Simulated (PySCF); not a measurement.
C₄H₄, SMILES C12C3C1C23. Geometry: PBE0-D3(BJ)/def2-SVP.

All values below come from PySCF 2.14.0 with PBE0-D3(BJ)/def2-SVP.

Harmonic wavenumbers (cm⁻¹): 609, 609, 790, 790, 790, 889, 889, 920, 920, 920, 1207, 1207, 1207, 1518, 3363, 3363, 3363, 3402. Rotational constants (GHz): 13.81, 13.81, 13.81; symmetry number 12.

**Question.** Work out the zero-point energy and the ideal-gas rigid-rotor harmonic-oscillator thermochemistry at 298.15 K and 1 atm.

**Answer.** ZPE = ½ Σ hcν = ½ × 26754 cm⁻¹ = 160.03 kJ/mol. H − E(el) = 172.23 kJ/mol. Entropy in J/(mol K): translation 158.04, rotation 72.76, vibration 9.73, total 240.54. G − E(el) = 100.51 kJ/mol. Cp = 63.17 J/(mol K).
